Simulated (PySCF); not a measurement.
Radial density of Ru (ruthenium, neutral)

M06-2X, [Kr] 4d7 5s1, high-spin 5F determinant. Computed with PySCF 2.14 in x2c-SVPall (6s5p5d1f, 53 functions), with the spin-free X2C one-electron Hamiltonian (Gaussian nucleus).

```tsv
r (bohr)	4πr²ρ (e/bohr)	4πr²(ρα − ρβ)
0.0293	54.10	0.0006
0.0492	47.27	0.0002
0.0828	64.86	0.0430
0.139	60.16	0.2098
0.234	46.39	0.4642
0.394	47.59	0.1316
0.663	14.28	0.5089
1.12	13.39	2.0749
1.88	4.288	1.4714
3.16	0.9254	0.5389
5.31	0.1032	0.0772
8.93	0.001723	0.0016
```

Densities and radii are taken from the X2C orbitals without a picture-change correction, which distorts them close to the nucleus.
